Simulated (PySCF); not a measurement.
**Worked example: chemical shift, span and skew from a shielding tensor**

B(AsH2)(F)2 (AsBF₂H₂), SMILES FB(F)[AsH2]. Atoms are numbered in the order given.

```xyz
6

B      1.0272    -0.0235     0.0000
As    -1.0217     0.0624     0.0000
H     -1.1575    -0.9666     1.1178
H     -1.1575    -0.9666    -1.1178
F      1.7164    -0.0004    -1.1264
F      1.7164    -0.0004     1.1264
```
Charge 0, spin multiplicity 1.

Geometry optimised at B3LYP-D3(BJ)/def2-SVP.

GIAO shieldings from PySCF with B3LYP/pcSseg-1, non-relativistic, no solvent. The symmetric part of the tensor of F5 has the principal values -14.6, 267.1, 327.6 ppm. The same nucleus in CFCl3 has σ = 161.7 ppm at this level (PySCF, at its B3LYP-D3(BJ)/def2-TZVP geometry).

Task: Work out the isotropic shielding, the ¹⁹F shift against CFCl3, the span and the skew.

Result: 
σ(iso) = (σ11 + σ22 + σ33)/3 = 193.4 ppm. δ = σ(ref) − σ(iso) = 161.7 − (193.4) = -31.7 ppm.
Span Ω = σ33 − σ11 = 342.2 ppm. Skew κ = 3(σ(iso) − σ22)/Ω = -0.65. Tumbling in solution averages the tensor to δ; in a static solid the shielding alone would spread this spin-1/2 line over Ω.
